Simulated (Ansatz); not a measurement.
Job for Ansatz (a first-principles code): R-CCSD(T)/aug-cc-pV(T+d)Z on H2O2S (a complex). Files ending in .json are basis or fitting sets from the Basis Set Exchange.

Ansatz 0.2 input:
```yaml
crystal:
  periodic: [false, false, false]
  atoms:
    - {symbol: O, position_ang: [1.09761530, 0.96675209, 0.72807596]}
    - {symbol: S, position_ang: [0.47023651, 0.35730536, -0.41449356]}
    - {symbol: O, position_ang: [-0.91787710, -0.00945617, -0.32984835]}
    - {symbol: H, position_ang: [-0.47155420, -0.71689305, 3.41588380]}
    - {symbol: H, position_ang: [-0.27556438, -0.25743137, 2.86425653]}
basis:
  gaussian:
    orbitals: aug-cc-pV_T+d_Z.json
magnetization: {spin_polarized: false}
correlation: {method: ccsd_t, electrons: outside_noble_gas}
scf: {lower_state_search: off}
```

Output:

```
WARN ansatz: RAYON_NUM_THREADS=2 ignored (pool sized by the plan → 2); use --threads N
Functional definition: HF
these checks for a lower state are left out or cut short: stability, starts, cluster_reference, orbital_swaps, neighbouring_geometries, increment
integrals: 0.74 GiB planned
1133 factors; integrals over basis functions are off by at most 1.1e-3 eV
mean field: 0.60 GiB planned
mean field evaluation 1: about -14919.5462 eV, gradient 4.6e1 eV
mean field evaluation 2: about -14919.7764 eV, gradient 4.7e1 eV
mean field evaluation 4: about -14923.7231 eV, gradient 3.0e0 eV
mean field evaluation 8: about -14923.7720 eV, gradient 2.0e-1 eV
mean field -14923.77235728 eV, -548.4385184337 hartree, gradient 2.7e-6 eV, S^2 0.000000; 0 other end points of the search recorded, 0 dependent functions left out
7 core orbitals not correlated
reference -14923.77235728 eV, -548.4385184337 hartree; 10, 10 occupied and 176, 176 virtual orbitals, 1133 factors
second order -19.22848875 eV of doubles, -0.00000000 eV of singles
coupled cluster: 2.13 GiB planned
cycle   1  -18.33083955 eV  change    9.0e-1 eV  update   1.4e-1
cycle   2  -19.02631684 eV  change   -7.0e-1 eV  update   5.7e-2
cycle   3  -19.21218274 eV  change   -1.9e-1 eV  update   2.3e-2
cycle   4  -19.18438716 eV  change    2.8e-2 eV  update   6.3e-3
cycle   5  -19.18346744 eV  change    9.2e-4 eV  update   2.8e-3
cycle   6  -19.18448178 eV  change   -1.0e-3 eV  update   7.9e-4
cycle   7  -19.18368776 eV  change    7.9e-4 eV  update   2.9e-4
cycle   8  -19.18362707 eV  change    6.1e-5 eV  update   9.0e-5
cycle   9  -19.18367933 eV  change   -5.2e-5 eV  update   3.4e-5
cycle  10  -19.18365961 eV  change    2.0e-5 eV  update   1.4e-5
perturbative correction -0.98342078 eV, -0.0361400471 hartree
Total energy: -14943.93943767 eV, -549.1796449684 hartree
Checks for a lower state left out: stability, starts, cluster_reference, orbital_swaps, neighbouring_geometries, increment
```

The calculation finished and met its thresholds.

Cost: very roughly 80 core-seconds.
